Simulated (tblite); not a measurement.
Q: Give a GFN2-xTB geometry of InChI=1S/C7H16Si/c1-5-6(2)7(3,4)8/h5H,1-4,8H3/b6-5+.

A: 
```
atom  x, y, z in Å
C1     2.999   -0.062   -0.231
C2     1.596   -0.569   -0.079
C3     0.516    0.207   -0.119
C4     0.682    1.689   -0.319
C5    -0.897   -0.308    0.024
C6    -0.962   -1.838    0.037
C7    -1.742    0.175   -1.163
Si8   -1.642    0.323    1.684
H9     3.702   -0.889   -0.284
H10    3.279    0.568    0.614
H11    3.103    0.537   -1.136
H12    1.510   -1.633    0.071
H13   -0.219    2.237   -0.060
H14    1.496    2.066    0.298
H15    0.928    1.907   -1.359
H16   -0.509   -2.251   -0.864
H17   -2.001   -2.163    0.070
H18   -0.455   -2.253    0.904
H19   -1.312   -0.184   -2.098
H20   -1.803    1.258   -1.212
H21   -2.756   -0.213   -1.086
H22   -1.893    1.766    1.648
H23   -2.922   -0.355    1.903
H24   -0.708    0.007    2.763
```

Any rigid rotation of these coordinates is as good. Atoms count from 1 in this order. The C–C distances run from 1.331 Å (C2=C3, drawn double) to 1.535 Å (C5–C7, drawn single), a spread of 0.204 Å. Si8 (SiH3 silicon) is tetrahedral (angles from 108.1° to 111.6°). Of the pairs four or more bonds apart, C6···H12 is among the closest relative to their van der Waals radii: 2.48 Å, 86 % of the sum of Bondi's values.

Bonds between heavy atoms (Å): C1–C2 1.499, C2=C3 1.331, C3–C4 1.505, C3–C5 1.511, C5–C6 1.532, C5–C7 1.535, C5–Si8 1.925.

Structure optimised with GFN2-xTB, isolated species.

Point group: C1 (no symmetry element, even within 0.4 Å). Its GFN2-xTB frequencies are all real (lowest 40 cm⁻¹). The numbers are those of one conformer (C2–C3–C5–C6 -8°).

All values are computed, not measured.
